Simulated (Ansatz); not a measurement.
**Four-centre ligand exchange**

Start structure (CH9NSn, closed shell), relaxed at PBE0-D4/def2-TZVP:

```tsv
atom	x (Å)	y (Å)	z (Å)
Sn1	-1.7262	-0.3638	0.3603
N2	-0.1284	-1.0337	1.4280
H3	-1.4896	-0.9175	-1.2333
H4	-1.6815	1.3360	0.4670
H5	-3.2242	-0.9452	0.9640
H6	1.5088	0.3185	-0.2826
C7	1.6911	0.9411	-1.1594
H8	-0.0489	-2.0431	1.4215
H9	-0.1574	-0.7447	2.3980
H10	1.1161	1.8644	-1.0796
H11	2.7519	1.1835	-1.2249
H12	1.3883	0.4045	-2.0590
```

The step: SnNH₅ ([NH2][SnH3]) + CH₄ → CH₆Sn ([CH3][SnH3]) + NH₃; bonds formed: Sn1–C7, N2–H6; bonds broken: Sn1–N2, H6–C7. Program: Ansatz 0.2.0. Basis: def2-TZVPP and def2-QZVPP. Cores are frozen in the correlated methods. Filled d shells of the heavier atoms are correlated. Core potentials replace the inner electrons of the atoms past krypton. The def2 sets are not built for correlating such inner shells, so the correlated values are less sure here. Extrapolation: Hartree–Fock as exp(−7.88 √X), correlation as X^−2.97. Energies below are by CCSD(T) at an estimated basis limit (MP2 extrapolated from triple and quadruple zeta, plus CCSD(T) − MP2 in triple zeta).

Q: What are the electronic barrier and the energy of the step, from the start structure to the end structure? (To be estimated.)

A: By the calculation: Barrier 50.71 kcal/mol; step energy 0.80 kcal/mol (uphill); reverse barrier, their difference, 49.90 kcal/mol. Barrier and step energy count from the start structure, the reverse barrier from the end structure.

The saddle point: One imaginary mode of 1285i cm⁻¹.
| pair | start (Å) | saddle (Å) | end (Å) |
| --- | --- | --- | --- |
| Sn1–C7 | 3.96 | 2.66 | 2.14 |
| N2–H6 | 2.73 | 1.20 | 1.01 |
| Sn1–N2 | 2.04 | 2.19 | 3.27 |
| H6–C7 | 1.09 | 1.55 | 3.82 |

Zero-point energy (harmonic, PBE0-D4): ZPE is 57.16 kcal/mol at the start and 55.11 kcal/mol at the saddle, so the barrier goes from 50.71 to 48.66 kcal/mol.

The T1 diagnostic stays at or below 0.013.

Labels in which every atom is bracketed show which atoms are joined, not bond orders.

For scale, one of the runs: CCSD(T)/def2-TZVPP, 238 basis functions, launched by `ansatz run in.yaml --threads 4 --pin off --events-out ev --progress --plain --max-ram 9574MiB`. Hardware: 4 CPU threads of an Arm Neoverse V2, shared host. Wall time 2.4 min; peak host memory 5 GiB.
